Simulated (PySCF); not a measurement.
# Mo⁺ (molybdenum, charge +1) across methods

[Kr] 4d4 5s1, high-spin 6D determinant (an excited configuration). Computed with PySCF 2.14 in def2-QZVPPD with the def2 core potential (28 electrons) (7s5p4d3f2g, 81 functions), with scalar relativity through the core potential.

```tsv
method	E (hartree)	mean ε 4p β (eV)	mean ε 4d α (eV)	mean ε 5s α (eV)	Σ⟨r²⟩ (bohr²)	⟨S²⟩
PBEsol	-67.6798	-47.360	-13.718	-11.830	39.44	8.750
PBE	-67.7991	-47.443	-13.742	-11.761	39.47	8.750
UHF	-67.28566	-55.186	-19.346	-13.897	39.68	8.753
PW91	-67.8355	-47.527	-13.807	-11.837	39.45	8.750
PBE0	-67.7838	-49.681	-15.285	-12.400	39.33	8.751
r2SCAN	-67.8286	-48.147	-14.128	-12.017	39.14	8.751
MN15	-67.6504	-50.393	-15.720	-13.001	39.48	8.751
M06-2X	-67.6735	-51.859	-16.680	-13.275	39.16	8.750
```

**Question.** Estimate the same row for LDA.

**Answer.** E (hartree) = -67.6141; mean ε 4p β (eV) = -47.462; mean ε 4d α (eV) = -13.785; mean ε 5s α (eV) = -12.020; Σ⟨r²⟩ (bohr²) = 39.56; ⟨S²⟩ = 8.750.

Energies and moments cover only the electrons outside the core potential.
